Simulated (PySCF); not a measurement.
A PySCF script (with the pyscf-properties extension) for the NMR shieldings of SMILES CC(=O)/C=C/N(C)C, C₆H₁₁NO, on a PBE0-D3(BJ)/def2-SVP geometry:

```python
import basis_set_exchange as bse
import numpy as np
from pyscf import gto, dft
from pyscf.prop import nmr

atoms = """
C     3.485102    0.471211   -0.814599
C     2.344765   -0.180201   -0.062362
O     2.562305   -1.004300    0.811277
C     0.996507    0.234702   -0.453274
C    -0.063719   -0.339321    0.179545
N    -1.376269   -0.086935    0.008667
C    -1.808100    0.887100   -0.958110
C    -2.379202   -0.921346    0.618751
H     3.404853    0.258148   -1.892663
H     4.441219    0.091583   -0.434001
H     3.447465    1.566186   -0.698739
H     0.876874    0.977581   -1.244340
H     0.181183   -1.098114    0.932033
H    -1.208256    1.805812   -0.867967
H    -1.712643    0.517444   -1.996119
H    -2.860554    1.145419   -0.777562
H    -3.150252   -0.310727    1.117501
H    -1.911210   -1.566898    1.373269
H    -2.884031   -1.570397   -0.120402
"""
names = dict.fromkeys(["C", "O", "N", "H"], "pcSseg-1")
basis = {el: gto.basis.parse(bse.get_basis(n, elements=[el], fmt="nwchem")) for el, n in names.items()}
mol = gto.M(atom=atoms, basis=basis, charge=0, verbose=0)
mf = dft.RKS(mol, xc="GGA_XC_KT2")
mf.grids.level = 2
mf.grids.alignment = dft.numint.BLKSIZE   # the property module wants whole blocks of grid points
mf.conv_tol = 1e-9
mf.kernel()

calc = nmr.RKS(mf)   # GIAO
sigma = calc.kernel()   # uncoupled for a functional without exact exchange
for i, s in enumerate(sigma):   # ppm
    print("%2d %-2s %9.2f" % (i, mol.atom_pure_symbol(i), np.trace(s) / 3))
```

Q: Give the expected output.

A: 
```
 0 C     153.50
 1 C       6.07
 2 O    -175.72
 3 C      91.80
 4 C      40.90
 5 N     167.17
 6 C     146.96
 7 C     137.17
 8 H      29.09
 9 H      29.71
10 H      29.13
11 H      26.53
12 H      24.03
13 H      28.34
14 H      28.58
15 H      28.76
16 H      28.27
17 H      28.22
18 H      28.08
```

These numbers come from an equivalent density-fitted implementation of the same equations, which agrees with the script to about 0.01 ppm for H and up to a few tenths of a ppm for heavy atoms, so last digits may differ.

Q: Turn these shieldings into chemical shifts. References, each an isolated molecule treated in the same way: TMS for 13C (σref 183.22) and 1H (σref 31.18); 17O (σref 330.66) against H2O; NH3 for 15N (σref 264.30).

A: Averaging equivalent atoms: C 1: 177.2; C 4: 142.3; C 3: 91.4; C 6/7: 41.2; C 0: 29.7; O 2: 506.4; N 5: 97.1; H 12: 7.15; H 11: 4.65; H 13/14/15/16/17/18: 2.80; H 8/9/10: 1.87 ppm. Unscaled 17O shifts of doubly bonded oxygen tend to come out too high, by tens of ppm or more. Experimental scales use liquid or dissolved standards, which lie at an offset from isolated NH3 (liquid NH3: subtract about 20 ppm) and H2O (liquid H2O: subtract about 36 ppm).

Size and cost of the density-fitted run: 191 basis functions, 65 s wall time on 1 thread of an Arm Neoverse N1, shared host.
